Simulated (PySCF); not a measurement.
C7H15NP (charge +1).
Numbering: `[CH2:1]=[CH:2][C@@H:3]1[CH2:4][CH2:5][CH2:6][P@@+:7]1([CH3:8])[NH2:9]`

Structure used (GFN2-xTB), in Å, numbered top down from 1:
```
atom  x, y, z in Å
C1     2.9443    0.8942   -0.3917
C2     1.8253    0.3357   -0.8140
C3     0.8672   -0.3882    0.0806
C4     0.3498   -1.7257   -0.4693
C5    -0.9180   -2.0812    0.3068
C6    -1.8475   -0.8617    0.2466
P7    -0.6848    0.5557    0.3546
C8    -1.0285    1.8364   -0.8664
N9    -0.5711    1.3303    1.8032
H10    3.2454    0.8652    0.6423
H11    3.6118    1.3968   -1.0687
H12    1.5556    0.3657   -1.8611
H13    1.3227   -0.5301    1.0680
H14    1.1080   -2.5006   -0.3668
H15    0.1164   -1.6237   -1.5312
H16   -0.6602   -2.3063    1.3435
H17   -1.4039   -2.9599   -0.1140
H18   -2.3763   -0.8213   -0.7070
H19   -2.5855   -0.8494    1.0489
H20   -1.0277    1.4031   -1.8649
H21   -2.0042    2.2811   -0.6704
H22   -0.2553    2.6012   -0.7968
H23   -0.3211    0.7767    2.6135
H24   -1.2740    2.0258    2.0218
```

Probes without a nucleus sit at each ring's centroid and 1 Å off its mean plane on both sides; NICS is minus the shielding there, NICSzz its component along the normal. Level: GIAO PBE0/pcSseg-1 (PySCF, non-relativistic, gas phase) on the GFN2-xTB geometry, one conformer.

Ring bond lengths (Å), with Mayer bond orders in brackets: C3–C4 1.536 (0.97), C4–C5 1.528 (1.02), C5–C6 1.535 (1.01), C6–P7 1.836 (0.95), P7–C3 1.837 (0.92).

Q: Give the NICS values of each ring in ppm.

A: 
| ring | type | NICS(0) | NICS(1), two faces | NICS(1)zz, two faces | rms pucker (Å) | centre to ring atoms, mean (Å) |
| --- | --- | --- | --- | --- | --- | --- |
| C3–C4–C5–C6–P7 | 5-membered ring with P; formal bonds all single | -5.6 | -4.7 / -3.9 | -3.1 / -2.2 | 0.20 | 1.38 |

Q: What do they say, and how far can they be read as aromaticity?

A: 
- C3–C4–C5–C6–P7: mean NICS(1)zz -2.7 ppm, near zero. C3, C4, C5, C6, P7 have four or more neighbours, so the value isn't read as a sign of a π ring current.

Q: What is the mean of the two in-plane components of NICS at the second NICS(1) probe listed for ring C3–C4–C5–C6–P7, 1 Å off the ring?

A: The isotropic value is a third of the trace: (3 × -3.9 − (-2.2))/2 = -4.8 ppm.

Q: How shielded are the nuclei of the rings and their hydrogens (means over atoms taken as equivalent)?

A: 
```
atoms                     environment  σ isotropic (ppm)
   C3  sp3 carbon bound to phosphorus              134.1
   C4                 ring CH2 carbon              150.4
   C5                 ring CH2 carbon              158.7
   C6  sp3 carbon bound to phosphorus              153.1
   P7  phosphorus bonded to 3 C and N              250.4
  H13                methine hydrogen              28.77
  H14              methylene hydrogen              29.00
  H15              methylene hydrogen              30.17
  H16              methylene hydrogen              29.79
  H17              methylene hydrogen              29.08
  H18              methylene hydrogen              29.64
  H19              methylene hydrogen              29.29
```
